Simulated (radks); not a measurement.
Q: Valence configurations of Cu (all share [Ar]). Calculated with a radial shooting solver on a logarithmic mesh with Libxc functionals: scalar-relativistic Kohn-Sham, LDA (Slater exchange, Perdew-Wang correlation), spin-unpolarised, spherical densities, finite nucleus; Fermi nuclear charge, rms radius 3.8823 fm. Order these by energy: 3d9 4s2; 3d7.5 4s1 4p2.5; 3d10 4s0.5 4p0.5; 3d10 4p1; 3d9 4s1 4p1; 3d8 4s1.5 4p1.5; 3d8 4s1 4p2; 3d9.5 4p1.5; 3d10 4s1; 3d8 4s2 4p1.

A: From the lowest, in eV above it: 3d10 4s1 0.000; 3d9 4s2 2.011; 3d10 4s0.5 4p0.5 2.075; 3d10 4p1 4.255; 3d9 4s1 4p1 6.941; 3d9.5 4p1.5 7.611; 3d8 4s2 4p1 13.537; 3d8 4s1.5 4p1.5 16.484; 3d8 4s1 4p2 19.503; 3d7.5 4s1 4p2.5 28.189. NIST lists [Ar] 3d10 4s1 as the ground configuration; this level of theory agrees among the configurations tried. The energies are those of spherical spin-averaged densities, not of single terms.
